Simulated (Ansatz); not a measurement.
Reaction (formal exchange of groups at a Ga–F bond): `[F][GaH2]` + `N[SiH3]` → `N[SiH2][GaH2]` + H–F

Calculated with Ansatz (gas phase, PBE0-D4/def2-TZVP geometries, no zero-point term in ΔE). CCSD(T)/CBS adds triple-zeta CCSD(T) − MP2 to the extrapolated MP2 energy (def2 sets, frozen cores). This one scheme is used for every species. Functionals use def2-TZVPP. For Ga outer-core shells are correlated without core-valence functions, which leaves a few kJ/mol of doubt a bond. Scalar relativity is left out up to krypton. Each species was taken in one conformer, which may not be the lowest.

CCSD(T)/CBS gives +0.89 eV.

Q: Another level gave +0.98 eV. Which?
A. RPA@PBE/def2-TZVPP
B. revPBE-D4/def2-TZVPP
C. SCS-MP2/def2-TZVPP
D. PBE-QIDH/def2-TZVPP

A: A. RPA@PBE/def2-TZVPP 0.98, SCS-MP2/def2-TZVPP 1.07, PBE-QIDH 0.93, revPBE-D4 0.81 eV.

Largest T1 diagnostic among the species: 0.014.

At CCSD(T), def2-SVP lies +0.28 eV from the extrapolated value and def2-TZVPP +0.06 eV. From r2SCAN to r2SCAN0 (25 % exact exchange), in def2-TZVPP and without D4, ΔE moves by −0.04 eV. The D4 term adds −0.08 eV with B3LYP and −0.05 eV with PBE0; it sums over pairs of atoms, weighted by their polarisabilities, and B3LYP, whose exchange is more repulsive, gets the larger term.

B3LYP here is the variant with VWN-RPA as its local correlation; programs differ in this.
